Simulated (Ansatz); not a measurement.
Molecule: AuH (charge 0, singlet). 
Coordinates optimised at B3LYP-D3(BJ)/def2-TZVP (Ansatz, a quantum-chemistry and plane-wave program):
SMILES: [AuH]
```xyz
2

Au     0.0000     0.0000    -0.0193
H      0.0000     0.0000     1.5273
```
Charge 0, spin multiplicity 1.

Wanted: atomisation energy (electronic, to ground-state atoms), in kcal/mol. Correlated levels leave the core frozen unless marked. UHF or UKS for open shells. No spin-orbit coupling. Frozen are the shells of the preceding noble gas and the d and f shells that filled before the atom's block. In def2 rows, elements after Kr have scalar-relativistic effective core potentials. The coupled-cluster limit lacks core correlation, which all-electron functionals hold. CBS(X,Y): correlation extrapolated as X^-3; Hartree-Fock from the larger set. The bracket is a focal-point correction in the basis named.

```
level                                                                 program  atomisation energy (kcal/mol)  minus last row
-------------------------------------------------------------  --------------  -----------------------------  --------------
PBE-D3(BJ)/def2-TZVPD                                          Ansatz + dftd3                           73.0             0.9
BLYP-D3(BJ)/def2-TZVPD                                         Ansatz + dftd3                           72.8             0.7
B3LYP/def2-TZVPD                                                       Ansatz                           69.7            -2.4
PBE0-D3(BJ)/def2-TZVPD                                         Ansatz + dftd3                           68.2            -3.9
PBE0/def2-QZVPP                                                        Ansatz                           69.2            -2.9
HSE06-D4/def2-TZVPD                                            Ansatz + dftd4                           68.4            -3.7
LC-wPBE-D4/def2-TZVPD                                          Ansatz + dftd4                           65.7            -6.4
B2PLYP-D4/def2-TZVPD                                           Ansatz + dftd4                           68.9            -3.2
MP2/def2-SVP                                                           Ansatz                           62.9            -9.2
MP2/def2-QZVPP                                                         Ansatz                           69.3            -2.8
MP2/CBS(def2-TZVPP,def2-QZVPP)                                         Ansatz                           70.4            -1.7
CCSD/def2-TZVPP                                                        Ansatz                           67.4            -4.7
CCSDT/def2-SVP                                                         Ansatz                           65.6            -6.5
RI-MP2/CBS(def2-TZVPPD,def2-QZVPPD)+[CCSD(T)-MP2]/def2-QZVPPD          Ansatz                           72.4             0.3
CCSD(T)/CBS(def2-TZVPPD,def2-QZVPPD)                                   Ansatz                           72.1             0.0
```

The T1 diagnostic of CCSD in the largest basis is 0.032, which is high, so the coupled-cluster rows are less sure than usual.
